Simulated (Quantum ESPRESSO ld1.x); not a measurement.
The numbers below are computed, except where a source is named.
Problem. All-electron atom: Yb II in [Xe] 4f14 6s1. Code: ld1.x of Quantum ESPRESSO 7.5. Model: scalar-relativistic Kohn-Sham, PBE, spin-unpolarised, spherical densities, point nucleus. Some entries of the table are withheld. Estimate them.

orbital  occ.  eigenvalue (eV)  <1/r> (bohr^-1)
1s          2         -61252.6            80.66
2s          2         -10383.2            18.80
2p          6              (1)            17.26
3s          2         -2345.52            6.947
3p          6              (2)            6.466
3d         10         -1522.35            6.123
4s          2         -466.819              (3)
4p          6         -344.956              (4)
4d         10         -184.644            2.366
5s          2         -61.7311            1.097
5p          6         -34.2163           0.9008
4f         14          -9.7409              (5)
6s          1          -9.2745           0.3537
5d          0          -6.4589           0.4700
6p          0          -5.5296           0.2650

Solution. 
(1) 2p eigenvalue (eV): -9150.96
(2) 3p eigenvalue (eV): -1974.15
(3) 4s <1/r> (bohr^-1): 2.935
(4) 4p <1/r> (bohr^-1): 2.678
(5) 4f <1/r> (bohr^-1): 1.732
